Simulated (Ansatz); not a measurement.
Geometry optimisation, RKS PBE0-D4/def2-SVP in Ansatz 0.2.0.

The input (input.yaml):

```yaml
crystal:
  periodic: [false, false, false]
  atoms:
    - { symbol: "N", position_ang: [-1.0513, -0.0944, -0.3643] }
    - { symbol: Ge, position_ang: [0.609, -0.7886, -0.4145] }
    - { symbol: O, position_ang: [1.3936, -0.4827, 1.1368] }
    - { symbol: H, position_ang: [-1.70808, -0.89849, -0.45419] }
    - { symbol: H, position_ang: [-1.26223, 0.23059, 0.63824] }
    - { symbol: H, position_ang: [1.5078, 0.5171, 1.2011] }
basis:
  gaussian: { orbitals: def2-SVP }
hamiltonian:
  xc: pbe0
  dispersion: d4
relax:
  f_tol: 0.015
  max_steps: 40
```

Command:

```bash
$ ansatz run input.yaml --threads 1 --pin off --max-ram 2048MiB --backend cpu --events-out ev --progress --plain --runs-dir out
```

Task: Where does it end, and by what steps?

Result: It converged. After 9 steps the energy has fallen by 0.847 eV; O3 moved furthest, 0.45 Å.

| step | energy less start (eV) | largest force component (eV/Å) | accepted |
| --- | --- | --- | --- |
| 0 | 0.0000 | 3.044 | yes |
| 1 | -0.4425 | 1.611 | yes |
| 2 | -0.5856 | 2.197 | yes |
| 3 | -0.8277 | 0.599 | yes |
| 4 | -0.7906 | 0.349 | no |
| 5 | -0.8429 | 0.269 | yes |
| 6 | -0.8452 | 0.107 | yes |
| 7 | -0.8460 | 0.139 | yes |
| 8 | -0.8470 | 0.062 | yes |
| 9 | -0.8474 | 0.007 | yes |

```xyz
6
Properties=species:S:1:pos:R:3
N -0.966 -0.350 -0.082
Ge 0.671 -1.104 -0.389
O 1.622 -0.220 0.846
H -1.780 -0.624 -0.622
H -1.200 0.360 0.607
H 1.142 0.421 1.383
```

Whether the end is a true minimum wasn't checked by a vibrational analysis.

Time of the run: 44 s on 1 thread of Arm Neoverse N1, on a shared host, peak memory 0.14 GiB.
